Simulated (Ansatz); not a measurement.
C2H8N2Sn (`C[N](C)[Sn][NH2]`), 13 atoms. The species carries charge 0 and has multiplicity 1. Correlated methods include outer-core shells of Sn, which these sets cover unevenly. Sn takes the def2 core potential. All runs use 4 threads of an Intel Xeon Platinum 8259CL on a shared host. Correlated methods freeze the cores.

**Question.** Give the basis size and wall time and peak host memory of each of these runs in Ansatz. RKS SPW92 (LDA)/def2-TZVPP energy; RKS ωB97M-V/def2-QZVPP energy; RKS ωB97M-V/def2-SVP energy; RKS PBE0-D4/def2-TZVP frequencies; RHF-CCSD(T)/def2-TZVPP energy; RHF-CCSD(T)/def2-SVP energy; RHF-MP2/def2-QZVPP energy; RKS HSE06 (plane-wave form)-D4/def2-TZVPP energy; RKS PBE0-D4/def2-SVP energy; RKS PBE0-D4/def2-QZVPP energy; RKS PBE-QIDH (frozen core)/def2-TZVPP energy; direct RPA on PBE orbitals/def2-TZVPP energy. (Best estimate.)

**Answer.** Computed: Other jobs shared the machine, so times are rough.

```tsv
level	job	functions	wall time	peak host memory (GiB)
RKS PBE0-D4/def2-SVP	energy	122	1.8 s	0.32
RKS SPW92 (LDA)/def2-TZVPP	energy	286	2.1 s	0.39
RKS HSE06 (plane-wave form)-D4/def2-TZVPP	energy	286	4.7 s	0.86
RKS ωB97M-V/def2-SVP	energy	122	6 s	0.44
RKS PBE-QIDH (frozen core)/def2-TZVPP	energy	286	8.5 s	0.93
direct RPA on PBE orbitals/def2-TZVPP	energy	286	11 s	0.94
RHF-CCSD(T)/def2-SVP	energy	122	12 s	0.87
RKS PBE0-D4/def2-QZVPP	energy	550	15 s	2.2
RKS ωB97M-V/def2-QZVPP	energy	550	28 s	2.7
RHF-MP2/def2-QZVPP	energy	550	35 s	4.3
RKS PBE0-D4/def2-TZVP	frequencies	222	4.6 min	0.72
RHF-CCSD(T)/def2-TZVPP	energy	286	5.4 min	9.8
```
